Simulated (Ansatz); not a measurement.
One change: `FC(F)(F)C(F)(F)C(F)(F)C(F)(F)F` becomes `FCC(F)(F)C(F)(F)C(F)(F)F`.

Ansatz, PBE0-D4/def2-TZVP geometries, multiplicity 1. Each molecule was computed in one conformer, which needn't be the lowest.

```csv
property,`FC(F)(F)C(F)(F)C(F)(F)C(F)(F)F`
zero-point energy (PBE0-D4/def2-TZVP) / kJ/mol,143.6
size of the dipole moment (B3LYP/def2-TZVPP) / D,0.24
HOMO–LUMO gap (PBE0/def2-TZVPP) / eV,11.34
LUMO energy (PBE0/def2-TZVPP) / eV,0.68
size of the dipole moment (ωB97M-V/def2-TZVPP) / D,0.24
HOMO energy (PBE/def2-TZVPP) / eV,-8.78
```

(1) What does the change do to each property? (An estimate is asked.)

Answers

(1) Ansatz gave: 
| property | `FCC(F)(F)C(F)(F)C(F)(F)F` | shift |
| --- | --- | --- |
| zero-point energy (PBE0-D4/def2-TZVP) / kJ/mol | 185.3 | 41.7 |
| size of the dipole moment (B3LYP/def2-TZVPP) / D | 1.80 | 1.56 |
| HOMO–LUMO gap (PBE0/def2-TZVPP) / eV | 10.55 | -0.79 |
| LUMO energy (PBE0/def2-TZVPP) / eV | 0.56 | -0.12 |
| size of the dipole moment (ωB97M-V/def2-TZVPP) / D | 1.79 | 1.55 |
| HOMO energy (PBE/def2-TZVPP) / eV | -8.18 | 0.60 |

With PBE0 the HOMO rises by 0.66 eV and the LUMO falls by 0.12 eV, so the gap narrows by about 0.78 eV. PBE moves the HOMO by 0.60 eV and ωB97M-V by 0.67 eV. Dipoles are sizes alone; their direction can turn.

Positive LUMOs are unbound, so they and the gaps depend on the basis.

B3LYP here is the variant with VWN-RPA as its local correlation; programs differ in this.
